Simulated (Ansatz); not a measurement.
A structure relaxed at PBE-D4/def2-SVP in Ansatz, charge 1, doublet:

```tsv
atom	x (Å)	y (Å)	z (Å)
Ta1	0.865	-0.686	-0.825
Ta2	-0.200	1.298	0.961
O3	-1.171	0.226	1.883
O4	0.652	-2.283	-0.253
O5	1.470	0.407	0.700
O6	-0.718	1.179	-0.943
O7	-0.899	-0.141	-1.523
```

(1) Give its formula.

(2) Summarise the bond lengths by kind (pairs closer than 1.2 times the sum of covalent radii, bridged metal pairs left out).

Answers

(1) the cluster Ta₂O₅⁺.

(2) 7 × O–Ta 1.71 to 2.45 Å; 1 × O–O 1.45 Å.

In the def2 sets Ta takes a core potential; there is no spin–orbit coupling. The structure holds 1 bond(s) between oxygen atoms. Another isomer (doublet) lies 2.91 eV lower at PBE0-D4/def2-TZVP; other spin states weren't run for this one.
